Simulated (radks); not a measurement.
Excited configurations of Ag: one electron is placed in a higher orbital outside [Kr] 4d10. The ground configuration is [Kr] 4d10 5s1. All-electron calculation, scalar-relativistic Kohn-Sham, LDA (Slater exchange, Perdew-Wang correlation), spin-polarised, spherical densities, finite nucleus; open shells are filled with parallel spins first (spin-orbit coupling, left out, can overturn this in heavy ions); Fermi nuclear charge, rms radius 4.5454 fm. Program: a radial shooting solver on a logarithmic mesh with Libxc functionals. Excitation = E - E(ground); binding = E(ion) - E, where the ion is the core of charge +1; n* = 1/sqrt(2 binding) in atomic units, and the quantum defect is n - n*.

outer orbital  excitation (eV)  binding (eV)     n*  quantum defect  eigenvalue (eV)  <r> (bohr)
4f                       7.323         0.933  3.818           0.182           -0.467       17.17
5p                       4.048         4.208  1.798           3.202           -2.033       4.517
5d                       6.635         1.621  2.897           2.103           -0.782       10.05
6s                       5.688         2.568  2.302           3.698           -1.569       8.468
7s                       6.926         1.330  3.198           3.802           -0.849       16.53
7p                       7.213         1.043  3.611           3.389           -0.661       20.41
7d                       7.594         0.662  4.534           2.466           -0.419       31.37

The Delta-SCF ionisation energy is 8.256 eV (NIST Atomic Spectra Database: 7.576 eV, measured). Self-interaction in the functional shifts the binding energies and quantum defects, so they are the method's values and not measured ones.
